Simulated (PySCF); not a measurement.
CH5BiO2. Atoms are numbered in the order given.

```xyz
9

Bi    -0.1223     0.2711     0.0000
C      2.0957    -0.3292     0.0000
H      2.5891     0.0659     0.9004
H      2.5891     0.0659    -0.9004
H      2.1624    -1.4281     0.0000
O     -0.6068    -0.9820     1.6273
H     -0.0290    -1.7590     1.6549
O     -0.6068    -0.9820    -1.6273
H     -0.0290    -1.7590    -1.6549
```
Charge 0, spin multiplicity 1.

Geometry optimised at B3LYP-D3(BJ)/def2-SVP. The def2 effective core potentials stand for the cores of Bi; spin–orbit coupling is left out. The values are those of a single conformer.

These are PySCF with TDA-LC-ωPBE/def2-SVPD values and carry that method's errors.

Vertical excitations. Gas-phase values at a fixed geometry. State labels are in the subgroup Cs.

Computed excitation energies, oscillator strengths and character:
```json
[
 {"state": "S1", "symmetry": "A'", "energy (eV)": "5.97", "λ (nm)": "208", "f": "0.016", "main pairs": "HOMO→LUMO 90 %"},
 {"state": "S2", "symmetry": "A\"", "energy (eV)": "6.05", "λ (nm)": "205", "f": "0.020", "main pairs": "HOMO→LUMO+1 95 %"},
 {"state": "S3", "symmetry": "A\"", "energy (eV)": "6.54", "λ (nm)": "190", "f": "0.000", "main pairs": "HOMO−1→LUMO 50 %, HOMO−2→LUMO+1 32 %"},
 {"state": "S4", "symmetry": "A'", "energy (eV)": "6.67", "λ (nm)": "186", "f": "0.082", "main pairs": "HOMO−2→LUMO 48 %, HOMO−1→LUMO+1 32 %"},
 {"state": "S5", "symmetry": "A'", "energy (eV)": "6.89", "λ (nm)": "180", "f": "0.035", "main pairs": "HOMO−1→LUMO+1 55 %, HOMO−2→LUMO 38 %"},
 {"state": "S6", "symmetry": "A\"", "energy (eV)": "7.51", "λ (nm)": "165", "f": "0.011", "main pairs": "HOMO−3→LUMO 57 %, HOMO−2→LUMO+1 28 %"},
 {"state": "S7", "symmetry": "A'", "energy (eV)": "7.60", "λ (nm)": "163", "f": "0.013", "main pairs": "HOMO→LUMO+3 35 %, HOMO→LUMO+2 32 %, HOMO−3→LUMO+1 11 %, HOMO−2→LUMO+3 6 %"},
 {"state": "S8", "symmetry": "A'", "energy (eV)": "7.74", "λ (nm)": "160", "f": "0.781", "main pairs": "HOMO→LUMO+3 47 %, HOMO→LUMO+2 34 %, HOMO−2→LUMO+2 8 %"},
 {"state": "S9", "symmetry": "A\"", "energy (eV)": "7.81", "λ (nm)": "159", "f": "0.412", "main pairs": "HOMO−4→LUMO+1 33 %, HOMO−2→LUMO+1 22 %, HOMO−3→LUMO 13 %, HOMO−1→LUMO+3 9 %"},
 {"state": "S10", "symmetry": "A'", "energy (eV)": "7.91", "λ (nm)": "157", "f": "0.095", "main pairs": "HOMO−3→LUMO+1 32 %, HOMO−4→LUMO 30 %, HOMO→LUMO+2 18 %"},
 {"state": "T1", "symmetry": "A'", "energy (eV)": "5.10", "λ (nm)": "243", "f": "0", "main pairs": "HOMO→LUMO 75 %"},
 {"state": "T2", "symmetry": "A\"", "energy (eV)": "5.32", "λ (nm)": "233", "f": "0", "main pairs": "HOMO→LUMO+1 79 %, HOMO−2→LUMO+1 12 %"},
 {"state": "T3", "symmetry": "A'", "energy (eV)": "5.84", "λ (nm)": "212", "f": "0", "main pairs": "HOMO→LUMO+2 31 %, HOMO−2→LUMO 29 %, HOMO→LUMO+3 14 %, HOMO→LUMO+6 5 %"},
 {"state": "T4", "symmetry": "A\"", "energy (eV)": "5.88", "λ (nm)": "211", "f": "0", "main pairs": "HOMO−1→LUMO 58 %, HOMO−2→LUMO+1 19 %"}
]
```
Triplets are in the Tamm–Dancoff approximation.
